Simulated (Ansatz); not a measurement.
Consider the redistribution: `[O]1[AlH][SiH2]1` + `[SiH3]N[SiH2]O[SiH3]` → `[SiH3][SiH]1[O][AlH]1` + `O[SiH2]N[SiH3]`.

Gas-phase electronic energies from Ansatz, PBE0-D4/def2-TZVP geometries. CBS: MP2 limit from def2 TZ/QZ plus the TZ coupled-cluster correction, frozen cores. Functionals use def2-TZVPP. B3LYP here is the variant with VWN-RPA as its local correlation; programs differ in this. One conformer a species, not always the lowest.

`[O]1[AlH][SiH2]1`:

Cartesian coordinates in Å:
```
O 0.540 0.745 -0.590
Al -1.179 0.619 -0.354
Si 0.568 -0.619 0.405
H -2.345 1.521 -0.916
H 1.128 -1.839 -0.239
H 1.289 -0.427 1.694
```

`[SiH3]N[SiH2]O[SiH3]`:

Cartesian coordinates in Å:
```
Si -0.603 -1.961 -0.802
N 0.605 -1.319 0.255
Si 0.410 -0.078 1.424
O 0.552 1.430 0.803
Si 0.075 2.378 -0.441
H -1.862 -1.234 -0.498
H -0.810 -3.420 -0.595
H -0.247 -1.755 -2.232
H 1.553 -1.632 0.098
H -0.947 -0.213 2.005
H 1.475 -0.214 2.443
H 1.038 3.499 -0.574
H -1.284 2.921 -0.181
H 0.045 1.597 -1.707
```

`[SiH3][SiH]1[O][AlH]1`:

```xyz
9

Si    0.427    0.888   -1.440
Si    0.450   -0.599    0.366
O    -0.066    0.035    1.853
Al   -1.316   -1.160    1.688
H     0.653    0.114   -2.693
H    -0.897    1.561   -1.527
H     1.485    1.930   -1.331
H     1.783   -1.269    0.435
H    -2.520   -1.501    2.649
```

`O[SiH2]N[SiH3]`:

```xyz
11

O     2.023    0.412    0.948
Si    0.543    1.077    0.675
N    -0.686   -0.061    0.282
Si   -0.835   -0.992   -1.167
H     2.101   -0.228    1.657
H     0.789    1.989   -0.463
H     0.050    1.796    1.880
H    -1.376   -0.223    1.001
H    -0.580   -2.442   -0.944
H     0.171   -0.463   -2.122
H    -2.200   -0.865   -1.747
```

```tsv
level	ΔE (eV)
B3LYP-D4	1.05
r2SCAN	0.95
PBE0	0.84
MP2/def2-TZVPP	1.11
```

(1) What does CCSD(T)/CBS give? (Best estimate.)

Largest T1 diagnostic among the species: 0.016.

Results:

(1) Ansatz gave: +1.04 eV. The listed levels differ from it by 0.01, -0.09, -0.20, 0.07 eV.

The D4 term adds +0.04 eV with B3LYP and +0.02 eV with PBE0; it sums over pairs of atoms, weighted by their polarisabilities, and B3LYP, whose exchange is more repulsive, gets the larger term. From PBE to PBE0 (25 % exact exchange), in def2-TZVPP and without D4, ΔE moves by +0.11 eV. In def2-TZVPP, CCSD(T) changes the Hartree–Fock value by −0.27 eV (the triples alone add −0.04 eV) and MP2 by −0.21 eV.
